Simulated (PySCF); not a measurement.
# How methods differ on the excitation energy of Ru⁺

Ru⁺ [Kr] 4d7 (4F) → Ru⁺ [Kr] 4d6 5p1 (high-spin determinant), as a difference of total energies. Calculation: PySCF 2.14, in def2-QZVPPD with the def2 core potential (28 electrons) (7s5p4d4f2g, 88 functions); a scalar-relativistic core potential. Correlated levels: valence: 4s2 4p6 frozen. The calculations carry no spin-orbit coupling.

```tsv
method	excitation energy (eV)
UHF	4.827
MP2 (valence)	5.824
SCS-MP2 (valence)	6.229
CCSD (valence)	5.707
CCSD(T) (valence)	5.753
```

Task: How much does correlation contribute at CCSD(T) (valence)?

Result: 5.753 − (4.827) = 0.926 eV, measured against UHF.

The determinant of the upper state mixes LS terms, which raises its energy above the lowest term, most at the Hartree-Fock and MP2 levels.
